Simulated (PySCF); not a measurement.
C2H5NO, charge +1, doublet, geometry from GFN2-xTB (a state made from the parent by changing its charge; the spin is typed, not shown lowest), with bond 6-1 at 1.4 times its length; CASSCF(5,7)+NEVPT2/6-31G* run with PySCF.

The PySCF input:
```python
from pyscf import gto, scf, mcscf, mrpt
import numpy

mol = gto.Mole()
mol.atom = '''
    C    -1.19459163   -0.31629587   -0.61060113
    C     0.11866525    0.05895601    0.13701281
    N     1.25597705   -0.07315814   -0.48303992
    O    -0.16668233    0.43608489    1.24643635
    H    -1.12078025   -1.37900189   -0.85279560
    H    -1.28573950    0.61351251   -1.82151450
    H    -2.07307384   -0.15950852    0.02013206
    H     2.12146001    0.16850562   -0.00597692
    H     1.32926887   -0.41038123   -1.43450175
'''
mol.basis = '6-31g*'
mol.charge = 1
mol.spin = 1
mol.verbose = 3
mol.build()

mf = scf.ROHF(mol)
mf.kernel()
mc = mcscf.CASSCF(mf, 7, 5)
mc.fix_spin_(ss=0.75)
mc.kernel()
occ = numpy.linalg.eigvalsh(mc.fcisolver.make_rdm1(mc.ci, mc.ncas, mc.nelecas))[::-1]
ss = mc.fcisolver.spin_square(mc.ci, mc.ncas, mc.nelecas)[0]
print('natural occupations', occ.round(4), ' <S^2>', round(ss, 4))
e2 = mrpt.NEVPT(mc).kernel()
print('E(NEVPT2) = %.10f' % (mc.e_tot + e2))
```

The log (banner, timings and long lists left out):

```
converged SCF energy = -207.597230127132
CASSCF energy = -207.650486004297
CASCI E = -207.650486004297  E(CI) = -6.73343262929382  S^2 = 0.7500000
natural occupations [1.9690e+00 1.9355e+00 9.9970e-01 6.3000e-02 2.7400e-02 3.7000e-03
 1.8000e-03]  <S^2> 0.75
Sr    (-1)',   E = -0.00220649898069
Si    (+1)',   E = -0.00829512131234
Sijrs (0)  ,   E = -0.26416570464827
Sijr  (+1) ,   E = -0.05343977199891
Srsi  (-1) ,   E = -0.08350462059987
Srs   (-2) ,   E = -0.00748316462834
Sij   (+2) ,   E = -0.00468713697922
Sir   (0)' ,   E = -0.07850916121887
Nevpt2 Energy = -0.502291180366503
E(NEVPT2) = -208.1527771847
```
